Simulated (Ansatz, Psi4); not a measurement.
**C2H6FIn (SMILES C[CH](F)[InH2]): the electronic atomisation energy, rung by rung**

C2H6FIn has 10 atoms, charge 0, and is taken as a singlet. As SMILES, `C[CH](F)[InH2]`. The coordinates come from a PBE0-D4/def2-TZVP relaxation.

Each level gives the electronic atomisation energy (eV). The values are calculated. Electronic energies at fixed atoms, without zero-point motion or spin-orbit coupling.

```
                             level                    kind  program  value (eV)  less CCSD(T)/def2-SVP  CPU time (all runs)
      HF/def2-SVP (core potential)            Hartree–Fock     Psi4       24.55                  -7.26                 13 s
  revPBE/def2-SVP (core potential)                     GGA   Ansatz       32.73                  +0.92                 10 s
   BHLYP/def2-SVP (core potential)           global hybrid   Ansatz       32.34                  +0.53                 14 s
    PBE0/def2-SVP (core potential)           global hybrid   Ansatz       33.42                  +1.61                 11 s
 wB97M-V/def2-SVP (core potential)  range-separated hybrid   Ansatz       33.97                  +2.16                2 min
  B2PLYP/def2-SVP (core potential)           double hybrid   Ansatz       32.74                  +0.93                 19 s
RPA@PBE0/def2-SVP (core potential)                     RPA   Ansatz       31.12                  -0.69                 21 s
     MP2/def2-SVP (core potential)     perturbation theory   Ansatz       31.99                  +0.18                4.8 s
 CCSD(T)/def2-SVP (core potential)   coupled cluster or CI   Ansatz       31.81                   0.00                 48 s
```

Differences are taken from CCSD(T)/def2-SVP (core potential) for orientation; it has basis-set and higher-order errors of its own. Correlated wave functions underbind in double-zeta sets. The values span 24.55 to 33.97 eV. In the correlated wave-function rows the outer d shell of In is correlated, in sets not made for it. Times are those of the runs behind each value, whatever else they computed, on shared processors of several kinds: orders of magnitude only.
